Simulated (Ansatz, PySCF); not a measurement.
This Ansatz (a quantum-chemistry and plane-wave program) input computes a CCSD(T)/cc-pVDZ energy:

Ansatz 0.2 input:
```yaml
crystal:
  periodic: [false, false, false]
  atoms:
    - {symbol: C, position_ang: [0.01425900, -0.00055452, -0.74078245]}
    - {symbol: O, position_ang: [0.00715209, 0.00561026, 0.56769156]}
    - {symbol: H, position_ang: [0.88752270, 0.26011238, 0.88741297]}
    - {symbol: H, position_ang: [-1.03029347, -0.30166734, -0.98425072]}
basis:
  gaussian:
    orbitals: cc-pVDZ
magnetization: {spin_polarized: false}
correlation: {method: ccsd_t, electrons: outside_noble_gas}
```

Write an input for the same energy in PySCF and say what it gives.


```python
from pyscf import gto, scf, mp, cc as ccmod

mol = gto.M(
    atom='''
    C     0.01425900   -0.00055452   -0.74078245
    O     0.00715209    0.00561026    0.56769156
    H     0.88752270    0.26011238    0.88741297
    H    -1.03029347   -0.30166734   -0.98425072
    ''',
    basis='cc-pvdz',
    charge=0,
    spin=0,
    verbose=4,
)

mf = scf.RHF(mol)
mf.conv_tol = 1e-10
mf.max_cycle = 100
mf.kernel()
mp2 = mp.MP2(mf, frozen=2).run()
cc = ccmod.CCSD(mf, frozen=2)
cc.max_cycle = 100
cc.kernel()
et = cc.ccsd_t()
print(f'E(CCSD(T)) = {cc.e_tot + et:.9f}')
```
It gives -114.13525 Eh, and Ansatz -114.13525 Eh, a difference of 0.00 mEh.
